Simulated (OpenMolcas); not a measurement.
# B: CASPT2 settings compared

| Quantity | Value |
| --- | --- |
| Program | OpenMolcas 26.06 |
| Basis | ANO-R2 [4s4p2d1f] |
| Scalar Hamiltonian | X2C, finite nucleus |
| Active space | 3 electrons in 8 orbitals (2s 2p 3s 3p) |
| State averaging | 2S+1 = 4 odd, 1 root (0 in the spin-orbit step); 2S+1 = 2 odd, 3 roots kept (CI in the orbitals of an earlier block); 2S+1 = 4 even, 3 roots |
| Spin-orbit coupling | RASSI with atomic mean-field integrals over the reference wave functions, term energies averaged over their components |

Methods on the same reference wave functions:
A. CASSCF
B. SS-CASPT2, IPEA 0.2 Eh, imaginary shift 0.5 Eh (closed shells correlated: 1s)
C. SS-CASPT2, IPEA 0.3 Eh, sigma1 regulariser 0.15 Eh (closed shells correlated: 1s)
D. XMS-CASPT2, IPEA 0.35 Eh, no level shift (closed shells correlated: 1s)

Energies in cm⁻¹ above 2s² 2p ²P°_1/2, the measured ground level; measured values from NIST Handbook of Basic Atomic Spectroscopic Data.

```
         Level      A      B      C      D  Measured
2s² 2p ²P°_1/2    0.0    0.0    0.0    0.0       0.0
2s² 2p ²P°_3/2   13.3   13.3   13.3   13.3      15.3
 2s 2p² ⁴P_1/2  25025  27980  27927  28150     28870
 2s 2p² ⁴P_3/2  25030  27985  27932  28156     28875
 2s 2p² ⁴P_5/2  25038  27993  27941  28164     28881
```

Deviations, from unrounded energies. A percentage is the sum of absolute deviations over the sum of measured energies, with the sign that they share, or ± where signs differ.

```csv
Against measurement,Levels,A,B,C,D
mean absolute deviation (cm-1),4,2900,670,710,540
fine structure of the ground term (%),1,-13.0,-13.0,-13.0,-13.0
other configurations (%),3,-13.3,-3.1,-3.3,-2.5
```

D lies closest to measurement on these levels and A furthest from it. The largest miss of D in the table is 2s 2p² ⁴P_1/2, by -720 cm-1. The ranking rests on the paired levels alone, and a cruder setting can come out closer through cancelling errors.

Among B to D the level of the table that moves most is 2s 2p² ⁴P_1/2, by 220 cm-1 (lowest in C, highest in D).

The lowest spin-free term lies below A's lowest term by 0.032 hartree in B, 0.032 hartree in C, 0.034 hartree in D.

Terms from blocks run as CI alone lack orbitals of their own. Active for correlation alone: 3p 3s; no level in the range computed is led by a configuration that fills them, so any true level of that kind is missing. Without dynamic correlation excited terms often stand tens of per cent too high (terms of higher spin than the ground term too low), and those without a measured partner can miss by more than the paired ones (holds for A). Measured partners are found by configuration, term and J. A level has none where our copy of the source lacks it or the pairing is in doubt (some pairs that miss far off the trend of their configuration count as doubtful), and it then counts in no deviation. Levels of configurations outside the active space are missing.

° marks odd parity.
